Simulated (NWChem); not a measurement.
System: AlBrCl2; SMILES [Cl][Al]([Cl])[Br]

The following NWChem deck was run.

```
start job
memory heap 200 mb stack 900 mb global 1100 mb
geometry units angstroms noautosym nocenter noautoz
  Al     0.000000     0.000000    -0.511907
  Cl     0.000000     1.804240    -1.568205
  Cl     0.000000    -1.804240    -1.568205
  Br     0.000000     0.000000     1.731533
end
basis spherical
  * library 6-31g*
end
dft
  xc b3lyp
  iterations 150
end
property
  response 1 0.0773
end
task dft property
```

Output (shortened):

```
             Northwest Computational Chemistry Package (NWChem) 7.3.0
             --------------------------------------------------------

                             Geometry "geometry" -> ""
                             -------------------------

 Output coordinates in angstroms (scale by  1.889725989 to convert to a.u.)

  No.       Tag          Charge          X              Y              Z
 ---- ---------------- ---------- -------------- -------------- --------------
    1 Al                  13.0000     0.00000000     0.00000000    -0.51190700
    2 Cl                  17.0000     0.00000000     1.80424000    -1.56820500
    3 Cl                  17.0000     0.00000000    -1.80424000    -1.56820500
    4 Br                  35.0000     0.00000000     0.00000000     1.73153300

 Effective nuclear repulsion energy (a.u.)     429.0237605942

                              NWChem Property Module
                              ----------------------

                                 NWChem DFT Module
                                 -----------------

 Summary of "ao basis" -> "ao basis" (spherical)
 ------------------------------------------------------------------------------
       Tag                 Description            Shells   Functions and Types
 ---------------- ------------------------------  ------  ---------------------
 Al                          6-31g*                  8       18   4s3p1d
 Cl                          6-31g*                  8       18   4s3p1d
 Br                          6-31g*                 12       32   5s4p3d

            General Information
            -------------------
          SCF calculation type: DFT
          Wavefunction type:  closed shell.
          No. of atoms     :     4
          No. of electrons :    82
           Alpha electrons :    41
            Beta electrons :    41
          Charge           :     0
          Spin multiplicity:     1
          Use of symmetry is: off; symmetry adaption is: off
          Maximum number of iterations: 150
          AO basis - number of functions:    86
                     number of shells:    36
          Convergence on energy requested:  1.00D-06
          Convergence on density requested:  1.00D-05
          Convergence on gradient requested:  5.00D-04

              XC Information
              --------------
                         B3LYP Method XC Potential
                     Hartree-Fock (Exact) Exchange  0.200
                        Slater Exchange Functional  0.800 local
                    Becke 1988 Exchange Functional  0.720 non-local
              Lee-Yang-Parr Correlation Functional  0.810
                  VWN I RPA Correlation Functional  0.190 local

             Grid Information
             ----------------
          Grid used for XC integration:  medium
          Radial quadrature: Mura-Knowles
          Angular quadrature: Lebedev.
          Tag              B.-S. Rad. Rad. Pts. Rad. Cut. Ang. Pts.
          ---              ---------- --------- --------- ---------
          Al                  1.25       88           9.0       590
          Cl                  1.00       88          11.0       590
          Br                  1.15      112          10.0       590
          Grid pruning is: on
          Number of quadrature shells:   376
          Spatial weights used:  Erf1

      Superposition of Atomic Density Guess
      -------------------------------------

 Sum of atomic energies:       -3732.84709467

      Non-variational initial energy
      ------------------------------

 Total energy =   -3733.516220
 1-e energy   =   -6043.910558
 2-e energy   =    1881.370577
 HOMO         =      -0.412344
 LUMO         =      -0.025535

   convergence    iter        energy       DeltaE   RMS-Dens  Diis-err
 ---------------- ----- ----------------- --------- --------- ---------
 d= 0,ls=0.0,diis     1  -3736.8415487710 -4.17D+03  1.52D-02  4.76D-01
 d= 0,ls=0.0,diis     2  -3736.8281393280  1.34D-02  9.01D-03  4.68D-01
 d= 0,ls=0.0,diis     3  -3736.8982015483 -7.01D-02  1.63D-03  1.70D-02
 d= 0,ls=0.0,diis     4  -3736.9009908590 -2.79D-03  2.83D-04  2.55D-04
 d= 0,ls=0.0,diis     5  -3736.9010324974 -4.16D-05  5.20D-05  2.49D-05
  Resetting Diis
 d= 0,ls=0.0,diis     6  -3736.9010348118 -2.31D-06  1.18D-05  1.17D-06
 d= 0,ls=0.0,diis     7  -3736.9010348844 -7.26D-08  6.96D-06  6.90D-08

         Total DFT energy =    -3736.901034884371
      One electron energy =    -6045.377448499118
           Coulomb energy =     2046.128009816259
    Exchange-Corr. energy =     -166.675356795741
 Nuclear repulsion energy =      429.023760594228

 Numeric. integr. density =       82.000000263961

                       DFT Final Molecular Orbital Analysis
                       ------------------------------------

 Vector   39  Occ=2.000000D+00  E=-3.454523D-01
              MO Center= -2.5D-09, -1.2D-07, -9.1D-01, r^2= 5.4D+00
   Bfn.  Coefficient  Atom+Function         Bfn.  Coefficient  Atom+Function
  ----- ------------  ---------------      ----- ------------  ---------------
    26      0.348669  2 Cl py                44      0.348669  3 Cl py
    66      0.318379  4 Br py                27      0.307796  2 Cl pz
    45     -0.307796  3 Cl pz                30      0.178503  2 Cl py
    48      0.178503  3 Cl py                31      0.165573  2 Cl pz
    49     -0.165573  3 Cl pz                62     -0.143594  4 Br py

 Vector   40  Occ=2.000000D+00  E=-3.288473D-01
              MO Center= -9.8D-10, -8.4D-09,  1.4D+00, r^2= 2.7D+00
   Bfn.  Coefficient  Atom+Function         Bfn.  Coefficient  Atom+Function
  ----- ------------  ---------------      ----- ------------  ---------------
    65      0.727804  4 Br px                61     -0.328191  4 Br px
    69      0.326129  4 Br px                25     -0.159384  2 Cl px
    43     -0.159384  3 Cl px                57      0.098462  4 Br px
    29     -0.095750  2 Cl px                47     -0.095750  3 Cl px
     7      0.067926  1 Al px                21      0.062455  2 Cl px

 Vector   41  Occ=2.000000D+00  E=-3.185110D-01
              MO Center= -3.5D-10, -1.0D-08,  9.2D-01, r^2= 4.1D+00
   Bfn.  Coefficient  Atom+Function         Bfn.  Coefficient  Atom+Function
  ----- ------------  ---------------      ----- ------------  ---------------
    66      0.690690  4 Br py                62     -0.309583  4 Br py
    70      0.297432  4 Br py                27     -0.248302  2 Cl pz
    45      0.248302  3 Cl pz                31     -0.138458  2 Cl pz
    49      0.138458  3 Cl pz                23      0.096546  2 Cl pz
    41     -0.096546  3 Cl pz                58      0.092831  4 Br py

 Vector   42  Occ=0.000000D+00  E=-6.856911D-02
              MO Center=  4.9D-09, -8.4D-10, -3.5D-01, r^2= 4.9D+00
   Bfn.  Coefficient  Atom+Function         Bfn.  Coefficient  Atom+Function
  ----- ------------  ---------------      ----- ------------  ---------------
    10      1.220881  1 Al s                  6      0.550339  1 Al s
    71      0.397735  4 Br pz                68     -0.359068  4 Br s
    28     -0.333514  2 Cl s                 46     -0.333513  3 Cl s
    67      0.322711  4 Br pz                30      0.257971  2 Cl py
    48     -0.257971  3 Cl py                26      0.224883  2 Cl py

 Vector   43  Occ=0.000000D+00  E=-5.813699D-02
              MO Center= -5.7D-09,  1.6D-10, -4.6D-01, r^2= 4.0D+00
   Bfn.  Coefficient  Atom+Function         Bfn.  Coefficient  Atom+Function
  ----- ------------  ---------------      ----- ------------  ---------------
     7      0.677739  1 Al px                11      0.563033  1 Al px
    65     -0.238555  4 Br px                29     -0.224032  2 Cl px
    47     -0.224032  3 Cl px                25     -0.219126  2 Cl px
    43     -0.219126  3 Cl px                69     -0.219865  4 Br px
     3     -0.208418  1 Al px                61      0.102380  4 Br px

 Vector   44  Occ=0.000000D+00  E= 4.527405D-02
              MO Center= -5.9D-11, -1.8D-09, -1.7D-01, r^2= 6.7D+00
   Bfn.  Coefficient  Atom+Function         Bfn.  Coefficient  Atom+Function
  ----- ------------  ---------------      ----- ------------  ---------------
    12      1.466187  1 Al py                28     -0.654756  2 Cl s
    46      0.654756  3 Cl s                  8      0.432103  1 Al py
    70     -0.353851  4 Br py                31     -0.275707  2 Cl pz
    49      0.275707  3 Cl pz                66     -0.249939  4 Br py
    24     -0.164225  2 Cl s                 42      0.164225  3 Cl s

     Multipole analysis of the density
     ---------------------------------

     L   x y z        total         alpha         beta         nuclear
     -   - - -        -----         -----         ----         -------
     0   0 0 0     -0.000000    -41.000000    -41.000000     82.000000

     1   1 0 0      0.000000      0.000000      0.000000      0.000000
     1   0 1 0     -0.000000     -0.000000     -0.000000      0.000000
     1   0 0 1      0.119511     -0.535408     -0.535408      1.190327

     2   2 0 0    -39.157128    -19.578564    -19.578564      0.000000
     2   1 1 0      0.000000      0.000000      0.000000      0.000000
     2   1 0 1      0.000000      0.000000      0.000000      0.000000
     2   0 2 0    -44.490050   -219.866987   -219.866987    395.243924
     2   0 1 1      0.000000      0.000000      0.000000      0.000000
     2   0 0 2    -43.754718   -364.626215   -364.626215    685.497713

 *** CALLING NEW AORESP DRIVER FOR CLOSED AND OPEN SHELLS ***
 Entering AOResponse driver routine

--------------------------------------------------------------------------------

          -----------------------------------------------
          Solving response equations for perturbing field
          -----------------------------------------------

 number of frequencies:     1
 frequency in a.u.:  0.7730000E-01
 Perturbing field: electric
 Using El. Dipole Length Gauge

 Setting up CPKS with frequency omega =      0.07730000 a.u.

                            NWChem Dynamic CPHF Module
                            --------------------------

    scftype = RHF
    nclosed =   41
      nopen =    0
  variables =     3690
  num. vecs =        3
  tolerance =   1.0D-04
  max. iter =   50

 SCF residual:    4.3971553006282249E-004

Iterative solution of linear equations
  No. of variables     3690
  No. of equations        3
  Maximum subspace       30
       Convergence  1.0D-04

   iter   nsub   residual    time
   ----  ------  --------  ---------
     1      3    3.33D+00      59.9
     2      6    1.24D+00      87.4
     3      9    4.96D-01     115.1
     4     12    6.08D-02     143.3
     5     15    2.33D-02     170.9
     6     18    3.61D-03     198.4
     7     21    1.20D-03     225.3
     8     24    2.40D-04     252.2
     9     27    6.65D-05     279.5

 Electric Dipole Response Matrix (nonzero elements):

              1        2        3
    1   37.8538  -0.0000  -0.0000
    2   -0.0000  62.0252   0.0000
    3   -0.0000   0.0000  70.2720

 ------------------------------------------
 average:        56.71700 + I       0.00000

 DFT Linear Response polarizability / au
 Frequency  =       0.0773000 / au
 Wavelength =     589.4353558 / nm
              X              Y              Z
 -----------------------------------------------
 X      37.8537641     -0.0000000     -0.0000000
 Y      -0.0000000     62.0251854      0.0000000
 Z      -0.0000000      0.0000000     70.2720494
 -----------------------------------------------
 Eigenvalues =      37.8537641     62.0251854     70.2720494
 Isotropic   =      56.7169996
 Anisotropic =      29.1823028
 -----------------------------------------------

 Magnetic Dipole Response Matrix (nonzero elements):

 Exiting AOResponse driver routine
```

Level: B3LYP/6-31G* (spherical d). Geometry: optimised at B3LYP/6-31G* (spherical d).
